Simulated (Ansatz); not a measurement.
Stepwise reaction of `N[Si](O)(S)S` with water, as a gas-phase model of exchange steps in deposition or etching. ΔE in kJ/mol; ΔG adds harmonic PBE0-D4 terms to CCSD(T)/CBS, at 1 bar.

Program: Ansatz. Geometries: PBE0-D4/def2-TZVP. ΔE: electronic, gas phase. CCSD(T)/CBS adds triple-zeta CCSD(T) − MP2 to the extrapolated MP2 energy (def2 sets, frozen cores). This one scheme is used for every species. DFT in def2-TZVPP. B3LYP here is the variant with VWN-RPA as its local correlation; programs differ in this. Each species was taken in one conformer, which may not be the lowest.

```json
{"step": "1", "reaction": "`N[Si](O)(S)S` + H₂O → `N[Si](O)(O)S` + H₂S", "PBE-D4": "-39.7", "B3LYP-D4": "-53.5", "ωB97M-V": "-54.3", "CCSD(T)/CBS": "-49.8", "ΔG(500 K)": "-55.9"}
{"step": "2", "reaction": "`N[Si](O)(O)S` + H₂O → `N[Si](O)(O)O` + H₂S", "PBE-D4": "-37.4", "B3LYP-D4": "-51.0", "ωB97M-V": "-51.7", "CCSD(T)/CBS": "-48.6", "ΔG(500 K)": "-54.5"}
```

Problem. By hand: ΔE of the 2 steps together at CCSD(T)/CBS.

Solution. (-49.8) + (-48.6) = -98.4 kJ/mol, or -49.2 kJ/mol a step.

In ΔE the steps differ by no more than 1.2 kJ/mol. All are downhill at CCSD(T)/CBS. ΔG lies between -55.9 and -54.5 kJ/mol a step. PBE-D4 differs from CCSD(T)/CBS by 10.1 to 11.2 kJ/mol a step. Only this route is followed, and other bonds may react first. Isolated molecules leave out the surface, adducts and barriers. Largest T1 diagnostic: 0.011.
